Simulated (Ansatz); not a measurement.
`[CH3][InH][C]#CS`. Charge 0, multiplicity 1. In: def2 effective core potential.

```xyz
10

C    -1.2139    0.3157    1.9070
In    0.7293   -0.1502    1.1353
C     0.8931   -0.2227   -0.9540
C     0.9628   -0.2556   -2.1711
S     1.2058   -0.3367   -3.8258
H    -1.8615   -0.5566    1.7943
H    -1.6515    1.1351    1.3351
H    -1.1740    0.5877    2.9612
H     2.1617   -0.4806    2.0216
H    -0.0518   -0.0361   -4.2035
```

(1) List the harmonic frequencies (cm⁻¹, unscaled) at PBE0-D4/def2-TZVP in Ansatz. (Best estimate.)

(2) Is this a minimum?

(3) Give the ideal-gas thermochemistry at 298.15 K and 1 bar (rigid rotor, harmonic oscillator; point group C1, symmetry number 1).

Answers

(1) The calculation gave: 27, 59, 80, 158, 160, 272, 339, 366, 398, 485, 533, 695, 738, 837, 975, 1198, 1448, 1451, 1837, 2164, 2666, 3061, 3146, 3167.

(2) Yes, all 24 modes are real.

(3) Zero-point energy 157.1 kJ/mol; H(298) − E = 182.7 kJ/mol; entropy 406.5 J/(mol·K), of which translation 174.2, rotation 121.0, vibration 111.3; G(298) − E = 61.5 kJ/mol. Modes under 100 cm⁻¹ are hindered rotations or soft bends, so the harmonic entropy is rough.
